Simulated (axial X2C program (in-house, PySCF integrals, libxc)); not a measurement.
**A run on RuSb without results**

A two-component calculation with an in-house all-electron X2C program for linear molecules (integrals from PySCF).

Input and command:
```json
{"zs": [51, 44], "q": 0, "bas": ["dyall-acv3z", "dyall-acv3z"], "r0": 2.65, "eom": "ea", "thr": -1.0, "nmax": 92, "grid": [1, 0.96, 1.045, 0.92, 1.09, 1.15]}
```
```bash
python soeom.py task.json out
```

Keys: zs atomic numbers; q charge; bas basis sets; r0 starting distance in Å; eom kind of EOM run; thr threshold in hartree for freezing inner shells (an s shell follows its p shell); nmax most natural virtual spinors; grid distances as factors.

Outcome:

The program refused: none of the low determinants of the reference species is a closed shell, which the EOM method needs.
